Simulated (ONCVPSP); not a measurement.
## Logarithmic derivatives: I, ONCV

I (Z = 53), optimised norm-conserving Vanderbilt (ONCV), made with ONCVPSP 4.0.1 (PBEsol, fully relativistic). Core [Ar] 3d10, reference 4s2 4p6 4d10 5s2 5p5. Waves: 4s+5s: rc 1.35 bohr, ncon 3, nbas 7, qcut 11.3 1/bohr, 2 projectors; 4p+5p: rc 1.40 bohr, ncon 4, nbas 8, qcut 8.5 1/bohr, 2 projectors; 4d: rc 1.05 bohr, ncon 3, nbas 8, qcut 12.8 1/bohr, 2 projectors, debl 3.3 Ha; f scattering state at 0.29 Ha: rc 1.15 bohr, ncon 4, nbas 8, qcut 8.9 1/bohr, 2 projectors, debl 3.1 Ha. Local part: polynomial inside 0.70 bohr (lpopt 4, dvloc0 1 Ha). Core correction: none.

Open shells are filled in proportion to 2j + 1.

The phase is arctan(r·R′/R) of the radial function R(r), unwrapped; energies in Ha, scanned from -8 to 5 Ha. A pole is an energy at which the radial function vanishes at the test radius. The pseudo phase is shifted by a multiple of π to meet the all-electron one at the reference energy, and phase errors are pseudo minus all-electron; the curves can meet again beyond the range given. Levels narrower than the energy grid can be missing from the lists of poles.

Task: For each channel, where are the poles, and over which energies does the pseudopotential scatter like the atom?

Result:

| channel | radius (bohr) | reference energy (Ha) | poles, all-electron | poles, pseudo | unbroken range about the reference energy with phases within 0.05 rad | phase error 1 Ha above the reference energy (rad) |
| --- | --- | --- | --- | --- | --- | --- |
| s | 1.37 | -0.64 | -6.30 | -6.30 | the whole range | -0.001 |
| p3/2 | 1.42 | -0.25 | -4.14 | -4.14 | the whole range | -0.000 |
| p1/2 | 1.42 | -0.29 | -4.62 | -4.62 | the whole range | -0.000 |
| d5/2 | 1.07 | -1.82 | 1.45 | 1.45 | the whole range | +0.000 |
| d3/2 | 1.07 | -1.88 | 1.29 | 1.29 | the whole range | +0.000 |
| f7/2 | 1.17 | 0.29 | 3.76 | 3.76 | the whole range | -0.000 |
| f5/2 | 1.17 | 0.29 | 3.74 | 3.74 | the whole range | -0.000 |

Phases in the d3/2 channel:

| E (Ha) | all-electron | pseudo |
| --- | --- | --- |
| -7.96 | 1.144 | 1.144 |
| -7.60 | 1.119 | 1.119 |
| -7.24 | 1.089 | 1.089 |
| -6.88 | 1.055 | 1.054 |
| -6.52 | 1.013 | 1.013 |
| -6.16 | 0.962 | 0.961 |
| -5.80 | 0.898 | 0.897 |
| -5.44 | 0.816 | 0.816 |
| -5.08 | 0.709 | 0.709 |
| -4.72 | 0.568 | 0.568 |
| -4.36 | 0.380 | 0.380 |
| -4.00 | 0.137 | 0.137 |
| -3.64 | -0.149 | -0.149 |
| -3.28 | -0.441 | -0.441 |
| -2.92 | -0.695 | -0.695 |
| -2.56 | -0.896 | -0.896 |
| -2.20 | -1.048 | -1.048 |
| -1.84 | -1.162 | -1.162 |
| -1.48 | -1.250 | -1.250 |
| -1.12 | -1.320 | -1.320 |
| -0.76 | -1.376 | -1.376 |
| -0.40 | -1.422 | -1.422 |
| -0.04 | -1.462 | -1.462 |
| 0.32 | -1.496 | -1.496 |
| 0.68 | -1.526 | -1.526 |
| 1.04 | -1.553 | -1.553 |
| 1.40 | -1.578 | -1.578 |
| 1.76 | -1.601 | -1.601 |
| 2.12 | -1.623 | -1.623 |
| 2.48 | -1.645 | -1.645 |
| 2.84 | -1.665 | -1.665 |
| 3.20 | -1.686 | -1.686 |
| 3.56 | -1.708 | -1.708 |
| 3.92 | -1.729 | -1.729 |
| 4.28 | -1.752 | -1.752 |
| 4.64 | -1.776 | -1.776 |
| 5.00 | -1.802 | -1.803 |
